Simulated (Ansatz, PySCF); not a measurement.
Constitutional and geometric isomers with formula C2H3BO. Isolated molecules, 0 K electronic values unless said otherwise. One relaxed conformer stands for each flexible species; it need not be the lowest. Strings in code marks are SMILES. Quantity: electronic energy of isomers of C2H3BO relative to `C=CB=O` (C–C–B–O torsion 180°). Level 1: PBE-D3(BJ)/def2-TZVP (PySCF). Level 2: frozen-core CCSD(T)/cc-pVTZ // PBE-D3(BJ)/def2-TZVP (Ansatz, a quantum-chemistry and plane-wave program).

```json
[
 {"case": "`OB1C=C1` (H–O–B–C torsion 180°)", "level 1 (kcal/mol)": "27.7", "level 2 (kcal/mol)": "withheld"},
 {"case": "`C=C1BO1`", "level 1 (kcal/mol)": "46.2", "level 2 (kcal/mol)": "51.8"},
 {"case": "`OC1=CB1` (H–O–C–C torsion 180°)", "level 1 (kcal/mol)": "56.0", "level 2 (kcal/mol)": "62.0"},
 {"case": "`BOC#C` (H–B–O–C torsion 180°)", "level 1 (kcal/mol)": "65.6", "level 2 (kcal/mol)": "64.6"},
 {"case": "`B=CC=O` (B–C–C–O torsion 180°)", "level 1 (kcal/mol)": "67.1", "level 2 (kcal/mol)": "73.6"},
 {"case": "`C=BC=O` (C–B–C–O torsion 0°)", "level 1 (kcal/mol)": "69.6", "level 2 (kcal/mol)": "77.1"},
 {"case": "`B=C=CO` (C–C–O–H torsion 180°)", "level 1 (kcal/mol)": "78.0", "level 2 (kcal/mol)": "85.6"},
 {"case": "`B1[C@@H]2O[C@H]12`", "level 1 (kcal/mol)": "90.7", "level 2 (kcal/mol)": "98.7"}
]
```

Q: Fit level 2 = a + b·x to the 7 complete rows by least squares, with x = level 1 in kcal/mol. Give a, b and the rms residual, and predict the withheld value.

A: Means of the 7 rows: x̄ = 67.6, ȳ = 73.343 kcal/mol. Σ(x − x̄)² = 1242.5 and Σ(x − x̄)(y − ȳ) = 1330.7, so b = 1.071 and a = ȳ − b·x̄ = 0.94 kcal/mol. The rms residual is 2.71 kcal/mol. At x = 27.7 the line gives 30.6 kcal/mol, outside the range of the fitted rows. The run for `OB1C=C1` (H–O–B–C torsion 180°) gave 29.5 kcal/mol, so the line is off by 1.1 kcal/mol, within twice the rms residual.

Codes: Ansatz, PySCF.
